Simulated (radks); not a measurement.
Ti II, configuration [Ar] 3d2 4s1. Calculated with a radial shooting solver on a logarithmic mesh with Libxc functionals: Dirac Kohn-Sham, PBEsol, spin-unpolarised, spherical densities, point nucleus; open shells are shared between the two j in proportion to 2j + 1; speed of light set to 13703.6 atomic units (100 times the physical value, a model run).

Unscreened Slater integrals over Kohn-Sham orbitals (hartree). Large and small components are both included.

F0(4s1/2,4s1/2): 0.28151
F0(4s1/2,3d5/2): 0.34636
G2(4s1/2,3d5/2): 0.057482
F0(4s1/2,3d3/2): 0.34636
G2(4s1/2,3d3/2): 0.057482
F0(4s1/2,3p3/2): 0.36031
G1(4s1/2,3p3/2): 0.023565
F0(3d5/2,3d5/2): 0.61970
F2(3d5/2,3d5/2): 0.27932
F4(3d5/2,3d5/2): 0.17239
F0(3d5/2,3d3/2): 0.61970
F2(3d5/2,3d3/2): 0.27932
G2(3d5/2,3d3/2): 0.27932
G4(3d5/2,3d3/2): 0.17239
F0(3d5/2,3p3/2): 0.70757
F2(3d5/2,3p3/2): 0.32619
G1(3d5/2,3p3/2): 0.40621
G3(3d5/2,3p3/2): 0.24283
F0(3d3/2,3d3/2): 0.61970
F2(3d3/2,3d3/2): 0.27932
F0(3d3/2,3p3/2): 0.70757
F2(3d3/2,3p3/2): 0.32619
G1(3d3/2,3p3/2): 0.40621
G3(3d3/2,3p3/2): 0.24283
F0(3p3/2,3p3/2): 0.83069
F2(3p3/2,3p3/2): 0.41611
